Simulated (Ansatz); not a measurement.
Gas-phase reaction in SMILES: C[CH]C(CC)CC -> CC[CH]C(C)(C)C
Geometries: B3LYP-D3(BJ)/def2-TZVP minima from Ansatz (a first-principles code), one conformer each, not searched for the lowest.

Wanted: isomerisation energy (electronic energy difference), in kcal/mol. Valence correlation only, unless marked. Open shells are spin-unrestricted. No spin-orbit coupling. Non-relativistic. Basis-set limits of correlation are two-point, X^-3; Hartree-Fock from the larger set. The bracket is a focal-point correction in the basis named.

| level | program | isomerisation energy (kcal/mol) |
|---|---|---|
| HF/cc-pVTZ | Ansatz | -1.3 |

Problem. Predict the RI-MP2/CBS(cc-pVTZ,cc-pVQZ)+[CCSD(T)-MP2]/cc-pVTZ result (Ansatz).

Solution. -2.1 kcal/mol, so HF/cc-pVTZ differs from it by 0.8 kcal/mol.
